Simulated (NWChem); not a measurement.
System: CHBrClF; SMILES F[C@@H](Cl)Br

Results from NWChem. The geometry was optimised at B3LYP/6-31G* (spherical d). Ions are spin-unrestricted doublets at the neutral geometry; other ion states weren't tried. Functional: LC-ωPBE (HJS hole) with def2-SVP; the question gives the range parameter ω in 1/bohr.

Question: Predict the results for range parameter (1/bohr) 0.80. Quantities: vertical ionisation energy, ΔSCF (eV); −ε(HOMO) (eV).

Answer: vertical ionisation energy, ΔSCF (eV): 12.78
−ε(HOMO) (eV): 12.49
